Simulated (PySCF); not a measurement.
## Radial density of Tc²⁺ (technetium, charge +2)

UHF, [Kr] 4d5, high-spin 6S determinant. Computed with PySCF 2.14 in aug-cc-pVTZ-DK (9s8p6d3f2g, 102 functions), with scalar relativity by spin-free X2C-1e.

```json
{"r (bohr)": "0.0292", "4πr²ρ (e/bohr)": "53.04", "4πr²(ρα − ρβ)": "-0.0037"}
{"r (bohr)": "0.0491", "4πr²ρ (e/bohr)": "45.95", "4πr²(ρα − ρβ)": "-0.0036"}
{"r (bohr)": "0.0826", "4πr²ρ (e/bohr)": "61.78", "4πr²(ρα − ρβ)": "0.0384"}
{"r (bohr)": "0.139", "4πr²ρ (e/bohr)": "59.89", "4πr²(ρα − ρβ)": "0.3148"}
{"r (bohr)": "0.234", "4πr²ρ (e/bohr)": "43.70", "4πr²(ρα − ρβ)": "0.7409"}
{"r (bohr)": "0.393", "4πr²ρ (e/bohr)": "47.85", "4πr²(ρα − ρβ)": "0.2704"}
{"r (bohr)": "0.661", "4πr²ρ (e/bohr)": "14.27", "4πr²(ρα − ρβ)": "0.4913"}
{"r (bohr)": "1.11", "4πr²ρ (e/bohr)": "12.34", "4πr²(ρα − ρβ)": "3.3704"}
{"r (bohr)": "1.87", "4πr²ρ (e/bohr)": "3.763", "4πr²(ρα − ρβ)": "2.3248"}
{"r (bohr)": "3.15", "4πr²ρ (e/bohr)": "0.2898", "4πr²(ρα − ρβ)": "0.2716"}
{"r (bohr)": "5.29", "4πr²ρ (e/bohr)": "0.002861", "4πr²(ρα − ρβ)": "0.0029"}
```

Densities and radii are taken from the X2C orbitals without a picture-change correction, which distorts them close to the nucleus.

Where is the radial spin density 4πr²(ρα − ρβ) most negative, and why is it negative at all?

Around r = 0.0292 bohr, down to -0.0037 e/bohr: exchange with the open shell polarises the paired shells in an unrestricted calculation.
